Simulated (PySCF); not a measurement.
Deuteron quadrupole couplings in `C/C=C(/Cl)SC[SiH3]`

C₄H₉ClSSi.
Cartesian coordinates in Å at the GFN2-xTB level; atoms count from 1:
```xyz
16
C4H9ClSSi angstrom
C     -2.7644   -0.6038    0.7945
C     -1.9741   -0.4378   -0.4581
C     -0.7822    0.1506   -0.5145
Cl     0.0482    0.2986   -2.0267
S      0.0098    0.8479    0.9012
C      1.6905    1.2140    0.3129
Si     2.6421   -0.3179   -0.3360
H     -3.1743   -1.6105    0.8482
H     -2.1441   -0.4172    1.6673
H     -3.5979    0.0986    0.8086
H     -2.4180   -0.8100   -1.3700
H      2.1719    1.6265    1.1975
H      1.6114    2.0122   -0.4229
H      3.0883   -0.0371   -1.6982
H      1.7930   -1.5044   -0.2672
H      3.7923   -0.5008    0.5517
```

Level: PBE0/pcSseg-1 (PySCF, non-relativistic); Q(2H) = 0.00286 b; rigid geometry, the same for H and D, with no vibrational averaging.

Question: Rank these positions by the coupling χzz of a deuteron there, largest first.
A. H11 (vinylic hydrogen)
B. H10 (methyl hydrogen)
C. H15 (Si–H hydrogen)

Answer: A (219 kHz), B (209 kHz), C (110 kHz).

Question: Tabulate Vzz, the asymmetry η and χzz = 234.96 MHz × Q × Vzz for every hydrogen position.

Answer: 
| atom | bonded to | bond length (Å) | Vzz (au) | η | χzz (kHz) |
| --- | --- | --- | --- | --- | --- |
| H8 | C1 | 1.088 | 0.3129 | 0.03 | 210 |
| H9 | C1 | 1.087 | 0.3095 | 0.06 | 208 |
| H10 | C1 | 1.090 | 0.3105 | 0.02 | 209 |
| H11 | C2 | 1.080 | 0.3259 | 0.09 | 219 |
| H12 | C6 | 1.088 | 0.3140 | 0.07 | 211 |
| H13 | C6 | 1.088 | 0.3112 | 0.05 | 209 |
| H14 | Si7 | 1.461 | 0.1654 | 0.02 | 111 |
| H15 | Si7 | 1.461 | 0.1638 | 0.03 | 110 |
| H16 | Si7 | 1.464 | 0.1616 | 0.02 | 109 |

Question: Average by the element that carries the hydrogen.

Answer: on C: 211 kHz over 6 positions, mean bond length 1.087 Å; on Si: 110 kHz over 3 positions, mean bond length 1.462 Å.

Question: A static deuteron (I = 1) shows a doublet split by (3/2)χ, (3/4)χ(1 + η) and (3/4)χ(1 − η) with the field along z, y and x of the gradient. What are these for H15?

Answer: With |χ| = 110.1 kHz and η = 0.033: 165, 85 and 80 kHz, to first order and without motion.

The structure is a single GFN2-xTB conformer in the gas phase; no vibrational or solvent corrections. GFN2-xTB bond lengths can be off by several hundredths of an ångström, more for odd bonds, and the gradients follow them. A larger basis could move these couplings by a tenth or more.

The run behind these numbers computed NMR shieldings as well. Hardware: Arm Neoverse N1, one thread (shared host). Cost: 53 s wall, 0.89 GiB resident at most.
